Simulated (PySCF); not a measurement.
**Molecular orbitals of HoCl**

PBE0 at R = 2.510 Å; Ho x2c-SVPall, Cl x2c-SVPall; spin-free X2C with a Gaussian nucleus (PySCF 2.14). State: quintet, about 10.2 electrons in the 4f shell (Mulliken), real f orbitals that mix terms, a second solution, started from another occupation. Only the outer orbitals are listed, counted within each symmetry.

| spin | orbital | occ. | ε (eV) | on Ho (%) | main shells (%) |
| --- | --- | --- | --- | --- | --- |
| α | 17σ | 1 | -9.25 | 16 | 83 Cl p |
| α | 9π | 1 | -8.47 | 9 | 91 Cl p |
| α | 9π | 1 | -8.47 | 9 | 91 Cl p |
| α | 18σ | 1 | -5.03 | 98 | 82 Ho s, 9 Ho d |
| α | 4δ | 0 | -1.75 | 100 | 100 Ho d |
| α | 4δ | 0 | -1.75 | 100 | 100 Ho d |
| α | 10π | 0 | -1.47 | 98 | 69 Ho d, 29 Ho p |
| β | 1φ | 1 | -11.34 | 100 | 100 Ho f |
| β | 8π | 1 | -10.55 | 99 | 99 Ho f |
| β | 8π | 1 | -10.55 | 99 | 99 Ho f |
| β | 16σ | 1 | -9.23 | 15 | 84 Cl p |
| β | 9π | 1 | -8.45 | 10 | 90 Cl p |
| β | 9π | 1 | -8.45 | 10 | 90 Cl p |
| β | 17σ | 1 | -4.96 | 100 | 68 Ho s, 24 Ho f |
| β | 18σ | 0 | -2.57 | 99 | 74 Ho f, 17 Ho s |
| β | 3δ | 0 | -2.45 | 100 | 100 Ho f |
| β | 3δ | 0 | -2.45 | 100 | 100 Ho f |

Problem. Which are the highest filled and the lowest empty level, where do they sit, and how wide is the gap?

Solution. Highest filled β 17σ at -4.96 eV (in %: 68 Ho s, 24 Ho f); lowest empty β 18σ at -2.57 eV (in %: 74 Ho f, 17 Ho s); the gap at PBE0 is 2.39 eV.

The bond order (Mayer) is 1.20. The ⟨S²⟩ is 6.005. The charge on Ho (Mulliken, basis-dependent) is 0.32 and the charge on Ho (Löwdin, basis-dependent) is 0.02. The dipole moment (positive dipole means Ho(−)Cl(+)) is -3.43 D.

Spin–orbit coupling is left out.
